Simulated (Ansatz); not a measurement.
Reaction (redistribution): `CB(S)O[SiH3]` + `O[Si]O[SiH3]` → `CB(O[SiH3])O[SiH3]` + `O[Si]S`

Isolated molecules relaxed with PBE0-D4/def2-TZVP in Ansatz; ΔE leaves out vibrations. CCSD(T)/CBS adds triple-zeta CCSD(T) − MP2 to the extrapolated MP2 energy (def2 sets, frozen cores). This one scheme is used for every species. One conformer a species, not always the lowest.

```tsv
species	CCSD(T)/CBS(def2) energy (Eh)
`CB(S)O[SiH3]`	-829.21379
`O[Si]O[SiH3]`	-731.01400
`CB(O[SiH3])O[SiH3]`	-796.95379
`O[Si]S`	-763.27025
```

Task: Work out ΔE.

Result: ΔE = (-796.95379) + (-763.27025) − (-829.21379) − (-731.01400) = 0.00375 Eh = +9.8 kJ/mol.

Largest T1 diagnostic among the species: 0.015.

In def2-TZVPP, CCSD(T) changes the Hartree–Fock value by +4.6 kJ/mol (the triples alone add +0.4 kJ/mol) and MP2 by +8.9 kJ/mol.
